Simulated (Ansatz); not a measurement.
[NbOCl4]- (NbCl₄O⁻). Total charge -1; singlet. Geometry B3LYP-D4/def2-SVPD, basis def2-TZVPD, Ansatz.

```xyz
6

Nb    0.004    0.003   -0.110
O     0.060    0.042   -1.804
Cl    0.906    2.141    0.558
Cl    2.136   -0.935    0.530
Cl   -0.938   -2.163    0.397
Cl   -2.168    0.913    0.429
```

| run | HOMO (eV) | LUMO (eV) |
| --- | --- | --- |
| A | -3.20 | -0.16 |
| B | -2.72 | -0.08 |
| C | -4.21 | 0.51 |
| D | -2.88 | -0.19 |

In the def2 sets Nb takes a core potential; there is no spin–orbit coupling.

Task: The runs used BLYP, PBE, PBE0, r2SCAN. Estimate which is which.

Result: A r2SCAN (0 % exact exchange); B BLYP (0 % exact exchange); C PBE0 (25 % exact exchange); D PBE (0 % exact exchange). Exact exchange lowers occupied and raises empty levels; among semilocal functionals meta-GGAs tend to open the gap a little, and such runs are hard to tell apart. The gap grows from 2.64 eV (BLYP) to 4.71 eV (PBE0).
